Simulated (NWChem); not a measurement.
C₄H₂ClF; SMILES C(/F)=C(\Cl)C#C

```xyz
8

C      2.4131     0.6607     0.0000
C      1.2474     0.3374     0.0000
C     -0.1047    -0.0721     0.0000
Cl    -0.4353    -1.8058     0.0000
C     -1.1550     0.7615     0.0000
F     -0.9842     2.0866     0.0000
H      3.4362     0.9617     0.0000
H     -2.1925     0.4481     0.0000
```
Atoms are numbered in this order, from 1.

Program: NWChem. Coordinates come from a B3LYP/6-31G* (spherical d) optimisation. GIAO values for the isolated, static molecule; σ is the absolute isotropic shielding, δ = σ(reference) − σ with the isolated reference molecule computed at the same levels (13C: tetramethylsilane, 19F: trichlorofluoromethane, 1H: tetramethylsilane).

```csv
level,δ C1 (ppm),δ C2 (ppm),δ C3 (ppm),σ Cl4 (ppm),δ C5 (ppm),δ F6 (ppm),δ H7 (ppm)
PBE0/pcSseg-1,101.4,76.3,117.5,732.1,168.1,-113.5,3.73
BHandHLYP/pcSseg-1,102.1,72.1,119.9,752.5,169.7,-108.7,3.85
PBE/pcSseg-1,?,?,?,?,?,?,?
```

Task: Fill in the missing entries.

Result: 
- PBE/pcSseg-1, δ C1 (ppm): 98.9
- PBE/pcSseg-1, δ C2 (ppm): 79.2
- PBE/pcSseg-1, δ C3 (ppm): 116.1
- PBE/pcSseg-1, σ Cl4 (ppm): 694.9
- PBE/pcSseg-1, δ C5 (ppm): 166.6
- PBE/pcSseg-1, δ F6 (ppm): -122.0
- PBE/pcSseg-1, δ H7 (ppm): 3.63
